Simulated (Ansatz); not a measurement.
Born–Oppenheimer molecular dynamics of CH₅BClN (9 atoms, charge 0, multiplicity 1). It starts from a relaxed structure.

Method: RHF/STO-3G (Ansatz 0.2.0).

```yaml
ensemble: NVE (velocity Verlet)
time_step: 0.5 fs
steps_asked: 166
starting_velocities_drawn_for: 2000 K
seed: 758997
```

Frames 1 fs apart, positions in Å, forces in eV/Å.

Velocities at 55.0 fs (Å/ps):

```
B 5.23 -0.12 -6.37
N 3.25 4.70 6.09
H 13.78 38.21 16.12
H 7.14 -51.50 30.39
C -4.73 -6.11 2.30
H -68.39 25.56 -30.66
H 0.99 5.71 25.13
H 14.95 41.38 24.72
Cl -0.38 -1.44 -3.11
```

```xyz
9
Properties=species:S:1:pos:R:3:forces:R:3 time_fs=55.0 energy_less_start_eV=0.889 T=1034
B -0.009 -0.075 0.068 1.05 0.80 2.58
N 0.079 0.140 1.465 -2.55 0.07 4.52
H -0.739 0.255 2.180 1.26 -0.62 -3.30
H 0.852 0.095 2.203 -0.21 0.13 -3.31
C 1.327 0.021 -0.724 -0.71 -0.53 -3.79
H 1.232 -0.533 -1.702 0.45 0.67 1.67
H 1.617 1.029 -1.013 -0.44 0.12 0.36
H 2.127 -0.369 -0.171 1.42 -0.86 0.87
Cl -1.530 -0.418 -0.816 -0.28 0.21 0.41
9
Properties=species:S:1:pos:R:3:forces:R:3 time_fs=56.0 energy_less_start_eV=1.004 T=907
B -0.003 -0.074 0.063 0.59 0.82 3.37
N 0.081 0.144 1.473 -1.71 -0.09 4.03
H -0.720 0.291 2.180 0.77 -0.63 -2.99
H 0.857 0.044 2.217 -0.53 0.27 -3.60
C 1.322 0.015 -0.723 -0.02 -0.13 -3.60
H 1.167 -0.504 -1.724 1.15 0.55 2.06
H 1.615 1.035 -0.987 -0.69 -0.04 0.24
H 2.147 -0.332 -0.143 0.61 -1.01 0.03
Cl -1.531 -0.419 -0.819 -0.17 0.27 0.45
9
Properties=species:S:1:pos:R:3:forces:R:3 time_fs=57.0 energy_less_start_eV=0.974 T=937
B 0.003 -0.074 0.061 0.13 0.79 3.97
N 0.082 0.149 1.483 -0.63 -0.44 1.78
H -0.693 0.320 2.153 -0.47 -0.40 -1.69
H 0.858 -0.004 2.197 -0.31 0.35 -3.01
C 1.317 0.008 -0.726 1.00 0.34 -2.42
H 1.112 -0.470 -1.726 1.63 0.15 1.74
H 1.607 1.041 -0.958 -0.84 -0.13 0.09
H 2.174 -0.305 -0.115 -0.49 -1.00 -0.98
Cl -1.531 -0.420 -0.822 -0.02 0.33 0.52
9
Properties=species:S:1:pos:R:3:forces:R:3 time_fs=58.0 energy_less_start_eV=0.984 T=924
B 0.010 -0.072 0.062 -0.29 0.73 4.31
N 0.083 0.153 1.495 0.44 -0.86 -1.76
H -0.672 0.345 2.109 -2.21 0.07 0.27
H 0.856 -0.049 2.148 0.44 0.27 -1.66
C 1.313 0.002 -0.730 1.81 0.96 -0.72
H 1.073 -0.435 -1.713 1.83 -0.44 0.76
H 1.591 1.046 -0.928 -0.86 -0.13 -0.07
H 2.196 -0.287 -0.096 -1.31 -0.99 -1.74
Cl -1.532 -0.422 -0.825 0.15 0.39 0.61
9
Properties=species:S:1:pos:R:3:forces:R:3 time_fs=59.0 energy_less_start_eV=1.078 T=825
B 0.016 -0.070 0.068 -0.67 0.60 4.29
N 0.084 0.157 1.505 0.56 -0.99 -4.92
H -0.671 0.372 2.068 -3.19 0.43 1.73
H 0.859 -0.091 2.084 1.43 0.02 0.02
C 1.310 -0.003 -0.734 2.18 1.63 1.08
H 1.051 -0.404 -1.692 1.72 -1.08 -0.62
H 1.567 1.049 -0.898 -0.77 -0.05 -0.22
H 2.206 -0.278 -0.093 -1.59 -1.03 -2.08
Cl -1.532 -0.423 -0.828 0.34 0.46 0.72
9
Properties=species:S:1:pos:R:3:forces:R:3 time_fs=60.0 energy_less_start_eV=1.072 T=831
B 0.021 -0.067 0.077 -1.00 0.40 3.86
N 0.086 0.160 1.512 -0.78 -0.57 -5.77
H -0.699 0.402 2.043 -2.04 0.16 1.65
H 0.875 -0.134 2.020 1.79 -0.13 1.18
C 1.309 -0.007 -0.738 1.91 2.13 2.30
H 1.046 -0.384 -1.678 1.44 -1.52 -1.80
H 1.536 1.052 -0.871 -0.57 0.09 -0.35
H 2.201 -0.280 -0.110 -1.26 -1.10 -1.91
Cl -1.532 -0.424 -0.830 0.51 0.53 0.83
9
Properties=species:S:1:pos:R:3:forces:R:3 time_fs=61.0 energy_less_start_eV=0.978 T=931
B 0.026 -0.064 0.089 -1.29 0.12 3.08
N 0.086 0.163 1.515 -2.01 -0.12 -4.58
H -0.747 0.433 2.032 0.37 -0.60 0.73
H 0.907 -0.176 1.967 0.81 0.22 1.38
C 1.309 -0.009 -0.740 0.84 2.26 2.17
H 1.054 -0.377 -1.679 1.23 -1.48 -2.02
H 1.499 1.056 -0.848 -0.29 0.20 -0.46
H 2.185 -0.292 -0.145 -0.32 -1.19 -1.25
Cl -1.533 -0.425 -0.832 0.66 0.60 0.95
9
Properties=species:S:1:pos:R:3:forces:R:3 time_fs=62.0 energy_less_start_eV=0.988 T=920
B 0.029 -0.060 0.104 -1.51 -0.22 2.00
N 0.086 0.165 1.515 -2.04 -0.11 -2.93
H -0.790 0.458 2.029 2.29 -1.28 0.02
H 0.946 -0.217 1.926 -0.87 0.94 1.11
C 1.310 -0.010 -0.740 -0.83 2.02 0.67
H 1.075 -0.385 -1.700 1.11 -0.95 -1.12
H 1.460 1.061 -0.828 0.07 0.22 -0.54
H 2.165 -0.315 -0.192 1.00 -1.30 -0.27
Cl -1.533 -0.425 -0.834 0.78 0.67 1.06
9
Properties=species:S:1:pos:R:3:forces:R:3 time_fs=63.0 energy_less_start_eV=1.102 T=798
B 0.031 -0.057 0.121 -1.65 -0.59 0.69
N 0.084 0.168 1.513 -1.33 -0.35 -1.65
H -0.813 0.472 2.027 3.09 -1.59 -0.21
H 0.978 -0.249 1.896 -2.20 1.58 0.92
C 1.311 -0.009 -0.740 -2.15 1.52 -1.10
H 1.105 -0.401 -1.731 0.91 -0.20 0.23
H 1.421 1.069 -0.814 0.47 0.13 -0.57
H 2.155 -0.351 -0.241 1.98 -1.23 0.53
Cl -1.532 -0.426 -0.836 0.88 0.73 1.18
9
Properties=species:S:1:pos:R:3:forces:R:3 time_fs=64.0 energy_less_start_eV=1.141 T=755
B 0.032 -0.054 0.139 -1.70 -0.96 -0.78
N 0.082 0.170 1.510 -0.40 -0.62 -0.90
H -0.807 0.470 2.022 2.77 -1.49 0.03
H 0.989 -0.266 1.875 -2.68 1.87 0.92
C 1.310 -0.007 -0.740 -2.10 0.68 -1.98
H 1.145 -0.419 -1.760 0.51 0.47 1.29
H 1.387 1.078 -0.805 0.86 -0.04 -0.58
H 2.163 -0.398 -0.286 1.79 -0.69 0.71
Cl -1.532 -0.426 -0.837 0.95 0.78 1.29
9
Properties=species:S:1:pos:R:3:forces:R:3 time_fs=65.0 energy_less_start_eV=1.088 T=809
B 0.031 -0.053 0.156 -1.69 -1.28 -2.33
N 0.079 0.172 1.506 0.61 -0.83 -0.74
H -0.775 0.455 2.019 1.41 -1.00 0.74
H 0.974 -0.265 1.863 -2.19 1.72 1.12
C 1.307 -0.004 -0.743 -0.81 -0.44 -1.84
H 1.189 -0.433 -1.777 -0.06 0.89 1.73
H 1.361 1.086 -0.802 1.19 -0.22 -0.56
H 2.188 -0.452 -0.324 0.56 0.35 0.48
Cl -1.531 -0.426 -0.838 0.98 0.81 1.40
9
Properties=species:S:1:pos:R:3:forces:R:3 time_fs=66.0 energy_less_start_eV=1.119 T=775
B 0.028 -0.052 0.171 -1.59 -1.53 -3.84
N 0.076 0.173 1.502 1.35 -0.81 -1.12
H -0.730 0.430 2.022 -0.69 -0.28 1.80
H 0.940 -0.248 1.862 -0.73 1.12 1.51
C 1.304 -0.002 -0.746 0.75 -1.38 -1.11
H 1.233 -0.439 -1.778 -0.68 0.99 1.50
H 1.346 1.093 -0.804 1.39 -0.36 -0.52
H 2.217 -0.502 -0.358 -0.79 1.43 0.30
Cl -1.530 -0.426 -0.839 1.00 0.82 1.49
```

Of the whole run (83 fs, mean temperature of the second half 1009 K): The conserved energy stayed within 2.3 meV per atom of its start (net change 1 meV per atom), so the integration is sound. Over the second half the temperature averaged 0.50 of the 2000 K drawn at the start: a run that starts near a minimum puts about half its kinetic energy into the potential. A run of 0.083 ps of so small a system gives no equilibrium averages. Limits of this set-up: minimal basis.

Time of the run: 54 s on 1 thread of Arm Neoverse V2, with other jobs on the host, peak memory 0.073 GiB.
